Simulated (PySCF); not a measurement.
Computed magnetic data of one metal complex (SC-NEVPT2 in the d shell, PySCF, with spin-orbit coupling):

| T / K | χT / cm³ K mol⁻¹ | μeff / μB |
| --- | --- | --- |
| 2 | 1.627 | 3.61 |
| 5 | 1.750 | 3.74 |
| 10 | 1.950 | 3.95 |
| 20 | 2.237 | 4.23 |
| 30 | 2.372 | 4.36 |
| 50 | 2.470 | 4.44 |
| 75 | 2.508 | 4.48 |
| 100 | 2.526 | 4.50 |
| 150 | 2.551 | 4.52 |
| 200 | 2.573 | 4.54 |
| 250 | 2.595 | 4.55 |
| 300 | 2.616 | 4.57 |

Powder magnetisation at 2 K: 0.70 μB at 0.5 T, 1.26 μB at 1 T, 1.88 μB at 2 T, 2.12 μB at 3 T, 2.30 μB at 5 T, 2.40 μB at 7 T.

Q: Which of these complexes, all computed at model or optimised geometries, gave the data?
A. [CoBr4]2- (d7, square planar)
B. [CoF5]3- (d7, trigonal bipyramidal)
C. [CoF6]4- (d7, octahedral)
D. [Co(OH)4]2- (d7, tetrahedral)

A: D. [Co(OH)4]2- (d7, tetrahedral) has NEVPT2: 2S+1 = 4, 4.57 μB at 300 K, 3.95 μB at 10 K, 2.40 μB at 7 T. The others: [CoBr4]2- (d7, square planar) has NEVPT2: 2S+1 = 4, 5.82 μB at 300 K, 4.52 μB at 10 K, 2.65 μB at 7 T; [CoF5]3- (d7, trigonal bipyramidal) has NEVPT2: 2S+1 = 4, 4.78 μB at 300 K, 3.93 μB at 10 K, 2.35 μB at 7 T; [CoF6]4- (d7, octahedral) has NEVPT2: 2S+1 = 4, 5.38 μB at 300 K, 4.13 μB at 10 K, 2.42 μB at 7 T.
